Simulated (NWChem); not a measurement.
System: CdH$_{2}$O$_{2}$; SMILES [OH][Cd][OH]

NWChem input:

```
start job
memory heap 200 mb stack 900 mb global 1100 mb
geometry units angstroms noautosym nocenter noautoz
  Cd     0.000005     0.000001     0.051236
  O     -1.952210    -0.141330    -0.036871
  H     -2.369800     0.398043     0.644122
  O      1.952207     0.141331    -0.036874
  H      2.369798    -0.398045     0.644124
end
basis spherical
  * library def2-svpd
end
ecp
  Cd library def2-ecp
end
dft
  xc xpbe96 cpbe96
  iterations 150
end
property
  response 1 0.0
end
task dft property
```

Parts of the log:

```
             Northwest Computational Chemistry Package (NWChem) 7.3.0
             --------------------------------------------------------

                             Geometry "geometry" -> ""
                             -------------------------

 Output coordinates in angstroms (scale by  1.889725989 to convert to a.u.)

  No.       Tag          Charge          X              Y              Z
 ---- ---------------- ---------- -------------- -------------- --------------
    1 Cd                  48.0000     0.00000500     0.00000100     0.05123600
    2 O                    8.0000    -1.95221000    -0.14133000    -0.03687100
    3 H                    1.0000    -2.36980000     0.39804300     0.64412200
    4 O                    8.0000     1.95220700     0.14133100    -0.03687400
    5 H                    1.0000     2.36979800    -0.39804500     0.64412400

 Effective nuclear repulsion energy (a.u.)     247.4279124222

                                 NWChem DFT Module
                                 -----------------

 Summary of "ao basis" -> "ao basis" (spherical)
 ------------------------------------------------------------------------------
       Tag                 Description            Shells   Functions and Types
 ---------------- ------------------------------  ------  ---------------------
 Cd                        def2-svpd                12       34   5s4p2d1f
 O                         def2-svpd                 9       23   4s3p2d
 H                         def2-svpd                 4        8   2s2p

            General Information
            -------------------
          SCF calculation type: DFT
          Wavefunction type:  closed shell.
          No. of atoms     :     5
          No. of electrons :    38
           Alpha electrons :    19
            Beta electrons :    19
          Charge           :     0
          Spin multiplicity:     1
          Use of symmetry is: off; symmetry adaption is: off
          Maximum number of iterations: 150
          AO basis - number of functions:    96
                     number of shells:    38
          Convergence on energy requested:  1.00D-06
          Convergence on density requested:  1.00D-05
          Convergence on gradient requested:  5.00D-04

              XC Information
              --------------
          PerdewBurkeErnzerhof Exchange Functional  1.000
            Perdew 1991 LDA Correlation Functional  1.000 local
           PerdewBurkeErnz. Correlation Functional  1.000 non-local

             Grid Information
             ----------------
          Grid used for XC integration:  medium
          Radial quadrature: Mura-Knowles
          Angular quadrature: Lebedev.
          Tag              B.-S. Rad. Rad. Pts. Rad. Cut. Ang. Pts.
          ---              ---------- --------- --------- ---------
          Cd                  1.55      123          10.0       590
          O                   0.60       49          12.0       434
          H                   0.35       45          13.0       434
          Grid pruning is: on
          Number of quadrature shells:   311
          Spatial weights used:  Erf1

      Superposition of Atomic Density Guess
      -------------------------------------

 Sum of atomic energies:        -342.36054493

      Non-variational initial energy
      ------------------------------

 Total energy =    -317.522022
 1-e energy   =    -731.989521
 2-e energy   =     300.010649
 HOMO         =      -0.456200
 LUMO         =      -0.101761

   convergence    iter        energy       DeltaE   RMS-Dens  Diis-err
 ---------------- ----- ----------------- --------- --------- ---------
 d= 0,ls=0.0,diis     1   -318.9753876528 -4.33D+02  3.35D-02  1.20D+00
 d= 0,ls=0.0,diis     2   -317.7560963704  1.22D+00  2.19D-02  1.18D+01
 d= 0,ls=0.0,diis     3   -319.1288461962 -1.37D+00  2.19D-03  2.56D-02
 d= 0,ls=0.0,diis     4   -319.1303802398 -1.53D-03  1.04D-03  1.13D-02
 d= 0,ls=0.0,diis     5   -319.1314707759 -1.09D-03  1.89D-04  7.13D-04
  Resetting Diis
 d= 0,ls=0.0,diis     6   -319.1315387356 -6.80D-05  2.07D-05  6.26D-06
 d= 0,ls=0.0,diis     7   -319.1315393230 -5.87D-07  2.01D-05  1.16D-06
 d= 0,ls=0.0,diis     8   -319.1315389936  3.29D-07  1.53D-05  4.34D-06
 d= 0,ls=0.0,diis     9   -319.1315393870 -3.93D-07  4.38D-06  4.40D-07

         Total DFT energy =     -319.131539387011
      One electron energy =     -733.323048247316
           Coulomb energy =      332.890651311141
    Exchange-Corr. energy =      -33.155991694098
 Nuclear repulsion energy =      114.456849243262

 Numeric. integr. density =       37.999991797800

                       DFT Final Molecular Orbital Analysis
                       ------------------------------------

 Vector   17  Occ=2.000000D+00  E=-2.762054D-01
              MO Center= -1.3D-03, -4.4D-05, -3.4D-02, r^2= 4.7D+00
   Bfn.  Coefficient  Atom+Function         Bfn.  Coefficient  Atom+Function
  ----- ------------  ---------------      ----- ------------  ---------------
    39      0.337991  2 O  px                70      0.337792  4 O  px
    42      0.235980  2 O  px                73      0.235855  4 O  px
    40      0.224009  2 O  py                71      0.223966  4 O  py
    43      0.148086  2 O  py                74      0.148065  4 O  py
     6      0.142399  1 Cd px                41      0.138257  2 O  pz

 Vector   18  Occ=2.000000D+00  E=-2.482670D-01
              MO Center=  6.3D-03,  3.3D-04, -2.4D-02, r^2= 4.4D+00
   Bfn.  Coefficient  Atom+Function         Bfn.  Coefficient  Atom+Function
  ----- ------------  ---------------      ----- ------------  ---------------
    41      0.318049  2 O  pz                72     -0.318879  4 O  pz
    40     -0.283852  2 O  py                71     -0.285196  4 O  py
    44      0.211210  2 O  pz                75     -0.211802  4 O  pz
    43     -0.200069  2 O  py                74     -0.200963  4 O  py
    21     -0.183482  1 Cd d  1               7      0.064577  1 Cd py

 Vector   19  Occ=2.000000D+00  E=-2.441848D-01
              MO Center= -6.4D-03, -3.5D-04, -1.7D-03, r^2= 4.4D+00
   Bfn.  Coefficient  Atom+Function         Bfn.  Coefficient  Atom+Function
  ----- ------------  ---------------      ----- ------------  ---------------
    40      0.365854  2 O  py                71     -0.364793  4 O  py
    43      0.244666  2 O  py                74     -0.243916  4 O  py
    41     -0.234701  2 O  pz                72     -0.233570  4 O  pz
    18      0.209703  1 Cd d -2              44     -0.167545  2 O  pz
    75     -0.166791  4 O  pz                46      0.070151  2 O  py

 Vector   20  Occ=0.000000D+00  E=-9.013501D-02
              MO Center=  5.3D-06, -1.2D-05,  2.9D-01, r^2= 5.1D+00
   Bfn.  Coefficient  Atom+Function         Bfn.  Coefficient  Atom+Function
  ----- ------------  ---------------      ----- ------------  ---------------
     5      1.123113  1 Cd s                  4      0.476937  1 Cd s
    22      0.279493  1 Cd d  2               2     -0.254657  1 Cd s
    38     -0.243593  2 O  s                 69     -0.243623  4 O  s
    39     -0.240059  2 O  px                70      0.240046  4 O  px
    45     -0.224917  2 O  px                76      0.224923  4 O  px

 Vector   21  Occ=0.000000D+00  E=-2.835492D-02
              MO Center=  7.6D-06, -8.8D-05,  1.3D-01, r^2= 5.7D+00
   Bfn.  Coefficient  Atom+Function         Bfn.  Coefficient  Atom+Function
  ----- ------------  ---------------      ----- ------------  ---------------
    13      0.893893  1 Cd py                12     -0.323054  1 Cd px
    10      0.285501  1 Cd py                 7     -0.232192  1 Cd py
    40     -0.164867  2 O  py                71     -0.164895  4 O  py
    43     -0.121874  2 O  py                74     -0.121906  4 O  py
    46     -0.099280  2 O  py                77     -0.099304  4 O  py

 Vector   22  Occ=0.000000D+00  E=-2.813384D-02
              MO Center=  1.8D-05,  9.8D-05, -1.8D-01, r^2= 5.3D+00
   Bfn.  Coefficient  Atom+Function         Bfn.  Coefficient  Atom+Function
  ----- ------------  ---------------      ----- ------------  ---------------
    14      0.927723  1 Cd pz                11      0.292862  1 Cd pz
     8     -0.242819  1 Cd pz                 5     -0.212534  1 Cd s
    38      0.179277  2 O  s                 69      0.179247  4 O  s
     4     -0.176330  1 Cd s                 41     -0.135422  2 O  pz
    72     -0.135419  4 O  pz                59     -0.098085  3 H  s

     Multipole analysis of the density
     ---------------------------------

     L   x y z        total         alpha         beta         nuclear
     -   - - -        -----         -----         ----         -------
     0   0 0 0      0.000000    -19.000000    -19.000000     38.000000

     1   1 0 0     -0.000149     -0.000144     -0.000144      0.000140
     1   0 1 0     -0.000050     -0.000049     -0.000049      0.000049
     1   0 0 1      0.743312     -1.256349     -1.256349      3.256009

     2   2 0 0    -29.289924   -143.577851   -143.577851    257.865779
     2   1 1 0     -3.606880     -6.317153     -6.317153      9.027426
     2   1 0 1      0.000158      0.000146      0.000146     -0.000134
     2   0 2 0    -23.397859    -12.835362    -12.835362      2.272865
     2   0 1 1      0.000010      0.000014      0.000014     -0.000017
     2   0 0 2    -22.460900    -12.844651    -12.844651      3.228402

 *** CALLING NEW AORESP DRIVER FOR CLOSED AND OPEN SHELLS ***
 Entering AOResponse driver routine

--------------------------------------------------------------------------------

          -----------------------------------------------
          Solving response equations for perturbing field
          -----------------------------------------------

 number of frequencies:     1
 frequency in a.u.:  0.0000000E+00
 Perturbing field: electric
 Using El. Dipole Length Gauge

 Setting up CPKS with frequency omega =      0.00000000 a.u.

 STATIC response

                                NWChem CPHF Module
                                ------------------

  scftype          =     RHF
  nclosed          =       19
  nopen            =        0
  variables        =     1463
  # of vectors     =        3
  tolerance        = 0.10D-03
  level shift      = 0.00D+00
  max iterations   =       50
  max subspace     =       30

 SCF residual:    2.0437895368234521E-004

Iterative solution of linear equations
  No. of variables     1463
  No. of equations        3
  Maximum subspace       30
        Iterations       50
       Convergence  1.0D-04

   iter   nsub   residual    time
   ----  ------  --------  ---------
     1      3    9.94D+00      10.0
     2      6    5.17D+00      11.9
     3      9    8.43D-01      13.8
     4     12    1.56D-01      15.7
     5     15    2.63D-02      17.6
     6     18    8.59D-03      19.5
     7     21    2.82D-04      21.4
     8     24    4.87D-05      23.4

 Electric Dipole Response Matrix (nonzero elements):

              1        2        3
    1   58.9377   1.2385  -0.0001
    2    1.2385  33.5621   0.0001
    3   -0.0001   0.0001  33.4267

 ------------------------------------------
 average:        41.97549 + I       0.00000

 DFT Linear Response polarizability / au
 Frequency  =       0.0000000 / au
              X              Y              Z
 -----------------------------------------------
 X      58.9376916      1.2385445     -0.0000906
 Y       1.2385458     33.5620711      0.0000571
 Z      -0.0000906      0.0000569     33.4267041
 -----------------------------------------------
 Eigenvalues =      58.9979997     33.5017631     33.4267040
 Isotropic   =      41.9754889
 Anisotropic =      25.5338489
 -----------------------------------------------

 Magnetic Dipole Response Matrix (nonzero elements):

 Exiting AOResponse driver routine
```

Level: PBE/def2-SVPD with def2 effective core potentials on Cd. All runs use the structure optimised with PBE0/def2-SVP. def2 effective core potentials on Cd; no spin-orbit coupling.
